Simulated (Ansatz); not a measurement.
Input file for Ansatz (a quantum-chemistry and plane-wave program): U-BLYP/def2-TZVPP on F3W (SMILES [F][W]([F])[F]), 2S+1 = 2, a spin state set in the input, which need not be the lowest. Elements past Kr take the def2 small-core potentials; no spin–orbit coupling.

Ansatz 0.2 input:
```yaml
crystal:
  periodic: [false, false, false]
  atoms:
    - {symbol: W, position_ang: [0.07881642, -0.01678761, -0.03751294]}
    - {symbol: F, position_ang: [1.84133858, -0.37962576, -0.35992887]}
    - {symbol: F, position_ang: [-0.86873408, -0.37108570, 1.50688196]}
    - {symbol: F, position_ang: [-1.10930863, 0.83446436, -1.16548431]}
basis:
  gaussian:
    orbitals: def2-TZVPP
hamiltonian:
  xc: {name: BLYP}
magnetization: {spin_polarized: true, initial_magnetization: 1}
```

Program output:

```
WARN ansatz: RAYON_NUM_THREADS=4 ignored (pool sized by the plan → 4); use --threads N
Functional definition: BLYP
integrals: 0.05 GiB planned
803 factors; their error is unknown
mean field: 0.56 GiB planned
mean field evaluation 1: about -9977.0095 eV, gradient 4.4e1 eV
mean field evaluation 2: about -9909.5672 eV, gradient 1.6e2 eV
mean field evaluation 4: about -9981.9313 eV, gradient 9.0e0 eV
mean field evaluation 8: about -9982.2478 eV, gradient 1.9e-1 eV
mean field evaluation 16: about -9982.2394 eV, gradient 8.8e-3 eV
mean field evaluation 32: about -9981.0988 eV, gradient 6.9e0 eV
mean field evaluation 64: about -9981.4239 eV, gradient 6.5e0 eV
mean field -9982.24197258 eV, -366.8406262856 hartree, gradient 5.1e-6 eV, S^2 0.853724; 10 other end points of the search recorded, 0 dependent functions left out
reference -9982.24229637 eV, -366.8406381846 hartree; 21, 20 occupied and 128, 129 virtual orbitals, 803 factors
Total energy: -9982.24229637 eV, -366.8406381846 hartree
```

Self-consistency was reached. Its determinant has ⟨S²⟩ = 0.85, a mixture of spin states.

Cost: very roughly 27 core-seconds.
